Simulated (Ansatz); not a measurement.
Cost and result for the atomization energy of `BC(=C)[NH][GeH3]` (13 atoms, 12 bonds).

```csv
atom,x (Å),y (Å),z (Å)
B1,1.230,-1.078,-0.136
C2,0.538,0.226,-0.575
C3,1.149,0.927,-1.559
N4,-0.641,0.640,0.014
Ge5,-1.571,-0.214,1.351
H6,2.246,-1.404,-0.669
H7,0.774,-1.773,0.729
H8,2.070,0.559,-1.988
H9,0.753,1.862,-1.950
H10,-1.025,1.505,-0.334
H11,-0.717,-0.334,2.624
H12,-2.784,0.696,1.595
H13,-2.023,-1.612,0.897
```

Charge 0, multiplicity 1. Correlated methods include outer-core shells of Ge, which these sets cover unevenly. Scalar relativity is left out up to krypton. The geometry is a stationary point of PBE0-D4/def2-TZVP. It is one conformer, not always the lowest. Program: Ansatz. All runs use 2 threads of an AMD EPYC 7R13 on a shared host and a share of an NVIDIA H100 80 GB. Times are those of one run each, without the atoms' runs, and a repeat can differ threefold. Electronic energies, without spin–orbit coupling; frozen cores. CCSD(T)/CBS adds CCSD(T) − MP2 in def2-TZVPP to the MP2 limit, and its time is that of the two runs behind it. T1 = 0.012; the RHF reference is unstable towards UHF. With those shells the extrapolation isn't a true limit. B3LYP takes the VWN-RPA correlation (the form of Gaussian; ORCA's B3LYP/G).

CCSD(T)/CBS is a level of theory with its own doubt, some kJ/mol a heavy atom from the limit and from the frozen cores, so smaller differences don't rank the functionals.

| level | functions | wall time | atomization (kJ/mol) | difference from CCSD(T)/CBS | per bond |
| --- | --- | --- | --- | --- | --- |
| PBE0-D4/def2-TZVPP | 284 | 3.6 s | 4603.4 | 20.1 | 1.7 |
| r2SCAN-D4/def2-TZVPP (with forces) | 284 | 5.5 s | 4603.2 | 19.9 | 1.7 |
| PBE-D4/def2-TZVPP (with forces) | 284 | 8 s | 4673.3 | 90.0 | 7.5 |
| B3LYP-D4/def2-TZVPP (with forces) | 284 | 9 s | 4609.0 | 25.7 | 2.1 |
| ωB97X-V/def2-TZVPP | 284 | 11 s | 4607.3 | 24.0 | 2.0 |
| B2PLYP/def2-TZVPP | 284 | 11 s | 4551.2 | -32.1 | -2.7 |
| ωB97M-V/def2-TZVPP (with forces) | 284 | 14 s | 4596.0 | 12.7 | 1.1 |
| MP2/def2-QZVPP | 557 | 14 s | 4581.8 | -1.5 | -0.1 |
| CCSD(T)/def2-TZVPP | 284 | 16 s | 4479.9 | -103.4 | -8.6 |
| CCSD(T)/CBS(def2) | – | 30 s | 4583.3 | 0.0 | 0.0 |

The D4 term adds +44.3 kJ/mol with B3LYP and +23.3 kJ/mol with PBE0; it sums over pairs of atoms, weighted by their polarisabilities, and B3LYP, whose exchange is more repulsive, gets the larger term. From PBE to PBE0 (25 % exact exchange), in def2-TZVPP and without D4, the atomization energy moves by −65.6 kJ/mol: exact exchange takes away binding that semilocal exchange gives to molecules. In def2-TZVPP, CCSD(T) changes the Hartree–Fock value by +1126.9 kJ/mol (the triples alone add +67.4 kJ/mol) and MP2 by +1168.0 kJ/mol; breaking electron pairs costs correlation energy, which Hartree–Fock lacks.
